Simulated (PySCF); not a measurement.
AlClH2O2. Atoms are numbered in the order given.

```xyz
6

Al     0.0011     0.4154     0.0000
Cl    -0.0328    -1.6739     0.0000
O     -1.4818     1.2206     0.0000
H     -1.5792     2.1739     0.0000
O      1.4556     1.2783     0.0000
H      2.3321     0.8913     0.0000
```

Geometry optimised at PBE0-D3(BJ)/def2-SVP. Other conformers were not sampled.

Calculation: IEF-PCM-M06-2X/def2-SVP (PySCF).

The values are the electrostatic part of the solvation free energy, E(continuum) − E(gas) at the gas-phase geometry, in a cavity of scaled van der Waals radii (PySCF's table); cavitation and dispersion terms are not included. A continuum can't describe solvent molecules that bind to the metal. In vacuum the orbital gap is 10.54 eV. The dipole moment in vacuum is 2.07 D.

| solvent | ε | ΔG(elec) (kcal/mol) | dipole (D) | gap (eV) |
|---|---|---|---|---|
| water | 78.36 | -9.6 | 2.51 | 10.94 |
| benzene | 2.27 | -4.3 | 2.26 | 10.73 |
| dichloromethane | 8.93 | -8.1 | 2.44 | 10.88 |
